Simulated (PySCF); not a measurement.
Ligand exchange on a metal centre used in film growth or etching (Ti F-NH2). All species are isolated molecules in the gas phase. One relaxed conformer stands for each flexible species; it need not be the lowest.

Quantity: redistribution energy (mixed species minus the weighted end members), in kcal/mol.

Level 1: PBE-D3(BJ)/def2-TZVP // r2SCAN-D4/def2-SVP (PySCF)
Level 2: B3LYP/LANL2DZ // r2SCAN-D4/def2-SVP (PySCF)
Level 3: M06-2X/6-31G* (LANL2DZ on Ti) // r2SCAN-D4/def2-SVP (PySCF)
Level 4: PBE/6-31G* (LANL2DZ on Ti) // r2SCAN-D4/def2-SVP (PySCF)

| species | level 1 | level 2 | level 3 | level 4 |
|---|---|---|---|---|
| 3 of 4 F replaced by NH2: [Ti(F)(NH2)3] | -3.72 | -7.44 | -5.05 | -4.62 |
| 1 of 4 F replaced by NH2: [Ti(F)3(NH2)] | ? | -6.69 | -3.81 | -3.01 |
| 2 of 4 F replaced by NH2: [Ti(F)2(NH2)2] | -3.73 | ? | -5.29 | ? |

**Question.** Fill in the missing entries.

**Answer.** 
- 1 of 4 F replaced by NH2: [Ti(F)3(NH2)], level 1: -2.48
- 2 of 4 F replaced by NH2: [Ti(F)2(NH2)2], level 2: -9.09
- 2 of 4 F replaced by NH2: [Ti(F)2(NH2)2], level 4: -4.65
